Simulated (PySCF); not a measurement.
## Frontier levels across methods

C2H7BO3.
Structure used (PBE0-D3(BJ)/def2-SVP), in Å, numbered top down from 1:
```
atom  x, y, z in Å
C1     1.9252   -0.8584   -0.2994
O2     0.5594   -0.5762   -0.1489
B3     0.0480    0.6549   -0.4104
O4     0.8502    1.6794   -0.8216
O5    -1.2875    0.8789   -0.2535
C6    -2.1436   -0.1495    0.1679
H7     2.0945   -1.4463   -1.2169
H8     2.5315    0.0585   -0.3567
H9     2.2648   -1.4596    0.5582
H10    0.3364    2.4834   -0.9446
H11   -2.1480   -0.9928   -0.5425
H12   -1.8530   -0.5438    1.1557
H13   -3.1627    0.2577    0.2369
```

Basis pcSseg-1 throughout (PySCF), one geometry. The structure is a single PBE0-D3(BJ)/def2-SVP conformer in the gas phase; no vibrational or solvent corrections.

Question: How do the orbital energies, the gap and the dipole change with the method?

Answer: 
| method | kind | HOMO (eV) | LUMO (eV) | gap (eV) | μ (D) | SCF cycles |
| --- | --- | --- | --- | --- | --- | --- |
| BLYP | GGA | -6.41 | 0.56 | 6.97 | 0.23 | 15 |
| PBE | GGA | -6.51 | 0.61 | 7.12 | 0.23 | 15 |
| OPBE | GGA | -6.52 | 0.82 | 7.34 | 0.21 | 14 |
| B97-D | GGA | -6.57 | 0.73 | 7.30 | 0.24 | 15 |
| BP86 | GGA | -6.63 | 0.68 | 7.32 | 0.25 | 15 |
| LDA | LDA | -6.65 | 0.46 | 7.10 | 0.27 | 15 |
| KT2 | GGA | -6.65 | 0.50 | 7.15 | 0.24 | 15 |
| KT3 | GGA | -6.69 | 0.41 | 7.10 | 0.21 | 15 |
| B3LYP | global hybrid | -7.86 | 1.15 | 9.02 | 0.27 | 13 |
| B97-2 | global hybrid | -7.86 | 1.54 | 9.40 | 0.27 | 13 |
| PBE0 | global hybrid | -8.13 | 1.54 | 9.67 | 0.28 | 14 |
| mPW1PW91 | global hybrid | -8.18 | 1.51 | 9.69 | 0.29 | 14 |
| CAM-B3LYP | range-separated hybrid | -9.57 | 2.37 | 11.94 | 0.29 | 13 |
| BHandHLYP | global hybrid | -9.67 | 2.24 | 11.91 | 0.31 | 12 |
| wB97X-D | range-separated hybrid | -10.07 | 3.42 | 13.49 | 0.31 | 13 |
| LC-wPBE | range-separated hybrid | -10.94 | 3.81 | 14.74 | 0.32 | 13 |
| HF | Hartree–Fock | -12.16 | 4.51 | 16.67 | 0.34 | 10 |

The HOMO spans 5.75 eV, from BLYP down to HF, and the gap runs from 6.97 eV (BLYP) to 16.67 eV (HF). Over the methods BLYP (0 %), PBE (0 %), OPBE (0 %), B97-D (0 %), BP86 (0 %), LDA (0 %), KT2 (0 %), KT3 (0 %), B3LYP (20 %), B97-2 (21 %), PBE0 (25 %), mPW1PW91 (25 %), BHandHLYP (50 %), HF (100 %), a straight line through the gap against the share of exact exchange rises by 0.95 eV for each 10 % (correlation coefficient 0.999). The dipole ranges from 0.21 D (OPBE) to 0.34 D (HF). This basis has no diffuse functions.
